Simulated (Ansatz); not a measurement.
Cartesian coordinates in Å:
```
C 2.7368 1.8584 -1.4777
C 2.1910 1.6969 -0.0689
N 1.3390 0.5309 0.1159
C 2.0298 -0.7310 0.0337
Hf -0.5703 1.0118 0.5008
Cl -0.5886 2.2216 2.5512
Cl -1.3422 2.3560 -1.2948
N -1.5137 -0.7497 0.7402
C -1.0533 -1.3999 1.9541
C -2.5189 -1.5268 0.0532
C -2.9975 -0.8873 -1.2311
H 3.3789 1.0210 -1.7579
H 1.9192 1.9226 -2.1991
H 3.3329 2.7708 -1.5515
H 3.0152 1.6671 0.6590
H 1.6150 2.6008 0.1868
H 2.4394 -0.9176 -0.9664
H 1.3467 -1.5506 0.2630
H 2.8650 -0.7740 0.7470
H -0.2817 -0.8043 2.4620
H -1.8689 -1.5377 2.6755
H -0.6120 -2.3828 1.7408
H -2.1120 -2.5264 -0.1642
H -3.3755 -1.6898 0.7252
H -2.1747 -0.7434 -1.9362
H -3.4570 0.0867 -1.0482
H -3.7424 -1.5235 -1.7127
```

Total charge 0; spin multiplicity 1. Hf takes the def2 core potential.

**Question.** List the r2SCAN/def2-TZVPP orbital energies in eV (Ansatz 0.2.0). (Best estimate.)

**Answer.** Computed: Occupied: -2752.66, -2752.49, -385.27, -385.13, -274.13, -274.11, -274.07, -273.81, -272.99, -272.87, -254.06, -253.89, -192.53, -192.49, -192.49, -192.36, -192.32, -192.32, -65.77, -34.83, -34.77, -34.68, -23.68, -23.47, -20.33, -20.11, -19.90, -19.63, -17.50, -17.35, -15.41, -15.12, -12.42, -12.24, -12.19, -12.02, -11.73, -11.19, -10.88, -10.42, -10.05, -9.84, -9.44, -9.34, -9.12, -8.99, -8.85, -8.70, -8.48, -8.23, -8.05, -7.99, -7.66, -7.65, -5.86, -5.69. Lowest empty: -1.33, -0.90, -0.39, -0.26, -0.07, 0.26, 1.37, 1.50.
